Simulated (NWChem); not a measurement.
Species: CHCl$_{2}$ cation

```xyz
4

Cl     1.4473     0.0000    -0.1565
C      0.0000     0.0000     0.6084
Cl    -1.4473     0.0000    -0.1565
H      0.0000     0.0000     1.7010
```
Atoms are numbered in this order, from 1.

Program: NWChem. Coordinates come from a B3LYP/6-31G* (spherical d) optimisation. B3LYP is NWChem's, with the RPA form of VWN correlation. Atomic charges in e: unrestrained fits to the electrostatic potential beside Mulliken populations; the two definitions need not agree.

Question: What does the run give for B3LYP/def2-SVP? Quantities: ESP Cl1; Mulliken Cl1; ESP C2; Mulliken C2; ESP Cl3; Mulliken Cl3; relative RMS misfit of the potential (%).

Answer: The ESP Cl1 comes out as 0.34. The Mulliken Cl1 is 0.31 and the ESP C2 is 0.08. The Mulliken C2 is 0.16. The ESP Cl3 is 0.34 and the Mulliken Cl3 is 0.31. The relative RMS misfit of the potential (%) is 3.
